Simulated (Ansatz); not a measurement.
2 `BOC` → `C[O+]1[BH2-][O+](C)[BH2-]1`  (dimerisation)

Isolated molecules relaxed with PBE0-D4/def2-TZVP in Ansatz; ΔE leaves out vibrations. CCSD(T)/CBS is the MP2 limit (def2-TZVPP, def2-QZVPP) plus CCSD(T) − MP2 in def2-TZVPP, frozen cores.

| species | CCSD(T)/CBS(def2) energy (Eh) |
| --- | --- |
| `BOC` | -141.04597 |
| `C[O+]1[BH2-][O+](C)[BH2-]1` | -282.11252 |

**Question.** Work out ΔE.

**Answer.** ΔE = (-282.11252) − 2 × (-141.04597) = -0.02058 Eh = -54.0 kJ/mol.

Largest T1 diagnostic among the species: 0.014.

From PBE to PBE0 (25 % exact exchange), in def2-TZVPP and without D4, ΔE moves by −12.6 kJ/mol. The D4 term adds −21.2 kJ/mol with B3LYP and −11.6 kJ/mol with PBE0; it sums over pairs of atoms, weighted by their polarisabilities, and B3LYP, whose exchange is more repulsive, gets the larger term.

B3LYP here is the variant with VWN-RPA as its local correlation; programs differ in this.
